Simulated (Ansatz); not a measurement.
Computed with Ansatz.

A structure relaxed at PBE0-D4/def2-TZVP, charge 0, multiplicity 1:

```xyz
13

C    -1.188    0.120    0.953
C    -0.107   -0.371    0.029
O    -0.128   -1.761   -0.186
C     0.065    0.380   -1.288
Si    1.529    0.540   -0.157
H    -1.091   -0.326    1.946
H    -2.172   -0.143    0.550
H    -1.143    1.205    1.073
H     0.152   -2.194    0.625
H    -0.600    1.222   -1.457
H     0.176   -0.267   -2.153
H     2.749   -0.229   -0.482
H     1.759    1.822    0.546
```

Give its formula and SMILES.

C3H8OSi, `CC1(O)C[SiH2]1`.

Point group (tolerance 0.08 Å, 0.16 Å for H)?

C1.

Summarise the bond lengths by kind.

2 × C–C 1.504 to 1.526 Å; 5 × C–H 1.086 to 1.096 Å; 1 × C–O 1.407 Å; 2 × C–Si 1.857 to 1.882 Å; 1 × H–O 0.961 Å; 2 × H–Si 1.478 to 1.480 Å.
